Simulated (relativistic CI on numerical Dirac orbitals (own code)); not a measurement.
**Line list: Forbidden lines, Ta XIV**

Method of calculation: Dirac-Coulomb-Breit CI, separate exchange-only KLI orbitals for each configuration, model QED, unscaled Slater integrals (own radial code, finite nucleus).

Configuration list (outside the closed core [Kr]): 4d¹⁰4f¹²5s², 4d¹⁰4f¹⁴, 4d¹⁰4f¹³5s, 4d¹⁰4f¹¹5s²5p, 4d¹⁰4f¹²5s5p, 4d¹⁰4f¹³5p, 4d¹⁰4f¹¹5s5p², 4d¹⁰4f¹²5s5d, 4d¹⁰4f¹¹5s²5d, 4d¹⁰4f¹³5d, 4d¹⁰4f¹²5s5f, 4d¹⁰4f¹⁰5s²5p6s, 4d¹⁰4f¹²5p5d, 4d¹⁰4f¹²5s5g, 4d¹⁰4f¹¹5s²6s, 4d¹⁰4f¹³6s, 4d⁹4f¹³5s², 4d¹⁰4f¹³5f, 4d¹⁰4f¹¹5s²6p, 4d¹⁰4f¹²5p6s, 4d¹⁰4f¹¹5s²5f, 4d¹⁰4f¹²5s6s, 4d¹⁰4f¹²5s6p, 4d¹⁰4f¹¹5s²6d, 4d¹⁰4f¹³5g, 4d¹⁰4f¹¹5s²7s, 4d¹⁰4f¹¹5s6s², 4d¹⁰4f¹²5s7s, 4d¹⁰4f¹²6s², 4d¹⁰4f¹¹5p6s², 4d¹⁰4f¹¹5d6s². Double excitations out of closed p, d and f shells are left out; levels of such configurations are missing from the list, as are those of other unlisted configurations, and high levels can miss mixing partners.

| λ vac (Å) | Lower | Upper | Type | A (s⁻¹) | E lower (eV) | E upper (eV) |
| --- | --- | --- | --- | --- | --- | --- |
| 1148.3 | 4d¹⁰4f¹²5s² ³H6 [1] | 4d¹⁰4f¹¹5s²5p ⁵K6 [19] | E2 | 2.96e+00 | 0.0000 | 10.7974 |
| 1269.3 | 4d¹⁰4f¹²5s² ³H6 [1] | 4d¹⁰4f¹¹5s²5p ⁵H6 [15] | E2 | 3.40e+00 | 0.0000 | 9.7676 |
| 1741.7 | 4d¹⁰4f¹²5s² ³H6 [1] | 4d¹⁰4f¹²5s² ¹I6 [9] | M1 | 5.59e+01 | 0.0000 | 7.1185 |
| 2325.0 | 4d¹⁰4f¹²5s² ³H5 [3] | 4d¹⁰4f¹²5s² ¹I6 [9] | M1 | 1.72e+01 | 1.7858 | 7.1185 |
| 2446.3 | 4d¹⁰4f¹²5s² ³F3 [5] | 4d¹⁰4f¹²5s² ³P2 [13] | M1 | 9.76e+01 | 3.1095 | 8.1778 |
| 2673.9 | 4d¹⁰4f¹²5s² ³F2 [6] | 4d¹⁰4f¹²5s² ³P1 [12] | M1 | 2.36e+01 | 3.2216 | 7.8583 |
| 3759.7 | 4d¹⁰4f¹²5s² ³F4 [2] | 4d¹⁰4f¹²5s² ¹G4 [7] | M1 | 6.49e+00 | 1.1348 | 4.4326 |
| 4083.0 | 4d¹⁰4f¹¹5s²5p ⁵H7 [11] | 4d¹⁰4f¹¹5s²5p ⁵K6 [19] | M1 | 2.94e+01 | 7.7608 | 10.7974 |
| 4324.5 | 4d¹⁰4f¹¹5s²5p ⁵H6 [15] | 4d¹⁰4f¹¹5s²5p ³H6 [26] | M1 | 8.51e+00 | 9.7676 | 12.6346 |
| 4337.3 | 4d¹⁰4f¹²5s² ³F3 [5] | 4d¹⁰4f¹²5s² ¹D2 [8] | M1 | 8.91e+01 | 3.1095 | 5.9681 |
| 4514.3 | 4d¹⁰4f¹²5s² ³F2 [6] | 4d¹⁰4f¹²5s² ¹D2 [8] | M1 | 5.36e+01 | 3.2216 | 5.9681 |
| 4532.8 | 4d¹⁰4f¹¹5s²5p ⁵H6 [15] | 4d¹⁰4f¹¹5s²5p ⁵F5 [25] | M1 | 2.00e+02 | 9.7676 | 12.5029 |
| 4684.3 | 4d¹⁰4f¹²5s² ³H5 [3] | 4d¹⁰4f¹²5s² ¹G4 [7] | M1 | 1.18e+02 | 1.7858 | 4.4326 |
| 4726.2 | 4d¹⁰4f¹¹5s²5p ⁵K7 [16] | 4d¹⁰4f¹¹5s²5p ³H6 [26] | M1 | 1.32e+02 | 10.0113 | 12.6346 |
| 5610.9 | 4d¹⁰4f¹²5s² ¹D2 [8] | 4d¹⁰4f¹²5s² ³P2 [13] | M1 | 6.63e+01 | 5.9681 | 8.1778 |
| 6178.4 | 4d¹⁰4f¹¹5s²5p ⁵H7 [11] | 4d¹⁰4f¹¹5s²5p ⁵H6 [15] | M1 | 1.58e+02 | 7.7608 | 9.7676 |
| 6278.7 | 4d¹⁰4f¹²5s² ³F4 [2] | 4d¹⁰4f¹²5s² ³F3 [5] | M1 | 6.15e+01 | 1.1348 | 3.1095 |
| 6304.6 | 4d¹⁰4f¹¹5s²5p ³H5 [17] | 4d¹⁰4f¹¹5s²5p ⁵F5 [25] | M1 | 1.13e+01 | 10.5363 | 12.5029 |
| 6398.0 | 4d¹⁰4f¹¹5s²5p ³F4 [18] | 4d¹⁰4f¹¹5s²5p ⁵F3 [27] | M1 | 5.36e+01 | 10.7682 | 12.7061 |
| 6559.0 | 4d¹⁰4f¹²5s² ¹D2 [8] | 4d¹⁰4f¹²5s² ³P1 [12] | M1 | 3.05e+01 | 5.9681 | 7.8583 |
| 6748.6 | 4d¹⁰4f¹¹5s²5p ⁵K6 [19] | 4d¹⁰4f¹¹5s²5p ³H6 [26] | M1 | 1.50e+01 | 10.7974 | 12.6346 |
| 6942.8 | 4d¹⁰4f¹²5s² ³H6 [1] | 4d¹⁰4f¹²5s² ³H5 [3] | M1 | 7.85e+01 | 0.0000 | 1.7858 |
| 7077.6 | 4d¹⁰4f¹²5s² ³H4 [4] | 4d¹⁰4f¹²5s² ¹G4 [7] | M1 | 2.75e+01 | 2.6808 | 4.4326 |
| 7270.0 | 4d¹⁰4f¹¹5s²5p ⁵K6 [19] | 4d¹⁰4f¹¹5s²5p ⁵F5 [25] | M1 | 1.71e+01 | 10.7974 | 12.5029 |
| 8019.9 | 4d¹⁰4f¹²5s² ³F4 [2] | 4d¹⁰4f¹²5s² ³H4 [4] | M1 | 2.33e+01 | 1.1348 | 2.6808 |
| 8172.7 | 4d¹⁰4f¹¹5s²5p ³K8 [14] | 4d¹⁰4f¹¹5s²5p ⁵K7 [16] | M1 | 6.70e+01 | 8.4942 | 10.0113 |
| 9100.6 | 4d¹⁰4f¹¹5s²5p ³H5 [17] | 4d¹⁰4f¹¹5s²5p ³H4 [22] | M1 | 2.42e+01 | 10.5363 | 11.8987 |
| 10967.5 | 4d¹⁰4f¹¹5s²5p ³F4 [18] | 4d¹⁰4f¹¹5s²5p ³H4 [22] | M1 | 1.86e+01 | 10.7682 | 11.8987 |
| 13853.0 | 4d¹⁰4f¹²5s² ³H5 [3] | 4d¹⁰4f¹²5s² ³H4 [4] | M1 | 6.60e+00 | 1.7858 | 2.6808 |
| 15771.0 | 4d¹⁰4f¹¹5s²5p ⁵K7 [16] | 4d¹⁰4f¹¹5s²5p ⁵K6 [19] | M1 | 9.12e+00 | 10.0113 | 10.7974 |

Terms are leading LS components. Brackets give the number of a level in order of energy, since labels repeat. The list gives strong lines, with weight on those to low levels, among the lowest 400 of 7117 levels, so that lines to higher ones, which can be the strongest, are missing. Levels whose partners in the same complex of configurations lie outside the list can be far off, and so can their lines. Rates are taken at the computed energies, electric ones in the length gauge.

At this charge transitions that keep the count of f electrons are usually good to a few per cent. Terms inside the open d or f shell come out 10 to 20 % too wide with unscaled integrals. Levels and lines within the n = 5 or 6 shells can be off by up to 10 % or somewhat more, and those that change n by about 2 %, since core polarisation is missing. Levels that differ in their count of f electrons can be misplaced by several ten thousand cm⁻¹, since the correlation energy of f electrons is missing or only estimated; rates across such gaps can be off by orders of magnitude.

LS names give the leading component of a level, which can be under half, so a name can repeat, a term be missing and a line seem to break the LS rules.
